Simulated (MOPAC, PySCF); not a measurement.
C₃H₁₅NSi₃, SMILES `CN(C)C([SiH3])([SiH3])[SiH3]` (C–N–C–Si torsion 170°), neutral singlet in the gas phase. 

Cartesian coordinates (Å):
```xyz
22

C      2.0565     0.1215     0.4785
N      0.9573    -0.5228    -0.2247
C      1.2028    -0.5451    -1.6573
C     -0.3876    -0.0426     0.1766
Si    -1.7957    -0.6862    -0.9591
Si    -0.8311    -0.8394     1.8672
Si    -0.6192     1.8778     0.2682
H      3.0022    -0.4157     0.2609
H      1.8931     0.0890     1.5730
H      2.2070     1.1952     0.1860
H      2.1920    -1.0069    -1.8534
H      1.2033     0.4712    -2.1318
H      0.4471    -1.1666    -2.1801
H     -3.0874    -0.4992    -0.2116
H     -1.6154    -2.1503    -1.2594
H     -1.8855     0.0736    -2.2569
H     -1.1570    -2.2970     1.6808
H      0.3102    -0.7242     2.8399
H     -2.0226    -0.1378     2.4643
H     -2.0900     2.1920     0.3215
H     -0.0329     2.5545    -0.9424
H      0.0293     2.4593     1.4974
```
Charge 0, multiplicity 1.

All levels are single points at this geometry (PBE-D3(BJ)/def2-SVP); Pople sets use spherical d functions. Orbital energies aren't observables, and empty levels follow the basis.

PM7 in MOPAC gives HOMO (eV) = -8.17.

### Question
Estimate the HOMO (eV) from each of these levels: PBE-D3(BJ)/def2-TZVP in PySCF; BP86/6-31G* in PySCF; M06-2X/6-31G* in PySCF; HF/6-31G* in PySCF; AM1 in MOPAC.

### Answer

```csv
level,HOMO (eV)
PBE-D3(BJ)/def2-TZVP in PySCF,-4.94
BP86/6-31G* in PySCF,-4.77
M06-2X/6-31G* in PySCF,-7.18
HF/6-31G* in PySCF,-9.14
AM1 in MOPAC,-8.94
```
